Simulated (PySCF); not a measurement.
**Dipole moment and polarisability of silole**

Compound: silole, C4H6Si.
Structure used (GFN2-xTB), in Å, numbered top down from 1:
```xyz
11
C4H6Si angstrom
C     -1.0265    0.7862   -0.3678
C      0.2140    1.2774   -0.2665
Si     1.3913   -0.0983    0.2641
C     -0.0738   -1.2869    0.2884
C     -1.1853   -0.6291   -0.0613
H     -1.8912    1.3691   -0.6556
H      0.4423    2.3103   -0.4706
H      1.9853    0.1212    1.5838
H      2.3944   -0.4306   -0.7488
H     -0.0791   -2.3357    0.5345
H     -2.1660   -1.0811   -0.1262
```

Level: B3LYP/def2-SVPD (PySCF), static field, nuclei fixed, core orbitals frozen in the response. The polarisability tensor in these axes (au):

```
x   84.03  0.02  5.74
y    0.02 72.08 -4.92
z    5.74 -4.92 53.38
```

Task: Give the principal values, the mean and the anisotropy Δα = √{½[(α1 − α2)² + (α2 − α3)² + (α1 − α3)²]}.

Result: Principal values 51.22, 73.15 and 85.12 au; mean 69.83 au = 10.35 Å³ = 11.51 × 10⁻⁴⁰ C²·m²/J; Δα = 29.78 au (43 % of the mean).

Task: What is the dipole moment, and where does it point?

Result: (-0.27, 0.02, -0.05) D, 0.27 D in size, pointing from the negative to the positive side. Measured along this direction, the outermost atoms are H8 and H9 at the negative end and H6 and H11 at the positive end.

Task: In TDDFT the mean static polarisability is Σ f/ω² over all singlet excitations (ω in hartree). How much of it do the 8 lowest give? Their energies (eV) and oscillator strengths: 4.30, 0.0537; 5.50, 0.0000; 5.91, 0.0098; 6.04, 0.0010; 6.07, 0.0000; 6.37, 0.0288; 6.80, 0.0000; 6.90, 0.0000.

Result: They add up to 2.90 au, 4.2 % of the 69.83 au; the largest single term is 2.15 au, from the state at 4.30 eV. Terms in order: 2.15, 0.00, 0.21, 0.02, 0.00, 0.52, 0.00, 0.00 au. Higher excitations give the rest. The strengths listed sum to 0.093.

Task: What would n − 1 = 2πNα be for an ideal gas of these molecules at 298.15 K and 1 atm, electronic part alone?

Result: N = p/kT = 2.4615 × 10¹⁹ cm⁻³, so n − 1 = 2π × N × 10.35 × 10⁻²⁴ cm³ = 1600 × 10⁻⁶ at long wavelengths.

Task: What are the principal values of the traceless quadrupole moment, Θ = ½Σq(3rr − r²1), about the centre of nuclear charge?

Result: -4.96, 1.86, 3.10 D·Å. The values depend on the origin, since the dipole doesn't vanish. The electronic extent ⟨r²⟩ about the same centre is 461 bohr², a root-mean-square distance of 1.71 Å for the 44 electrons.

Task: Give the principal axes and the span of the nuclei along them.

Result: Largest value along (0.98, -0.07, 0.19), where the nuclei span 4.31 Å; middle along (0.11, 0.97, -0.21), 4.78 Å; least along (-0.17, 0.23, 0.96), 2.43 Å. The strongest response doesn't lie along the longest of the three spans.

Task: Rayleigh depolarisation ratio (linearly polarised light, static tensor)?

Result: ρ = 3Δα²/(45ᾱ² + 4Δα²) = 2661.2/(219432 + 3548.2) = 0.0119.

Geometry: GFN2-xTB; no solvent, vibrations or thermal averaging.
